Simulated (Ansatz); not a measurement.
System: MgI2, charge -1, multiplicity 2. SMILES of the parent species: [I][Mg][I]
Structure (B3LYP-D3(BJ)/def2-TZVP (Ansatz, an electronic-structure program) minimum search):
```xyz
3

Mg     1.2133     0.3424     0.2251
I     -0.3632     1.7536    -1.5349
I      0.0885    -1.8311     1.4839
```
Charge -1, spin multiplicity 2.

Parts of the frozen-core correlation energy in def2-TZVPP (Ansatz, hartree). Frozen orbitals: 23; correlated occupied orbitals by spin: 9 and 8; virtual: 100 and 101. Open shells are spin-unrestricted. Spin-orbit coupling is left out. In def2 rows, elements after Kr have scalar-relativistic effective core potentials.

```
term                            value
-------------------------  ----------
reference (HF)             -793.13437
MP2 opposite-spin                   ?
MP2 same-spin                       ?
CCSD correlation             -0.33044
(T)                                 ?
T1 diagnostic                   0.012
largest doubles amplitude       0.025
<S^2> of the reference          0.752
```

**Question.** What belongs in the gaps?

**Answer.** 
- MP2 opposite-spin, value: -0.22439
- MP2 same-spin, value: -0.07577
- (T), value: -0.01337
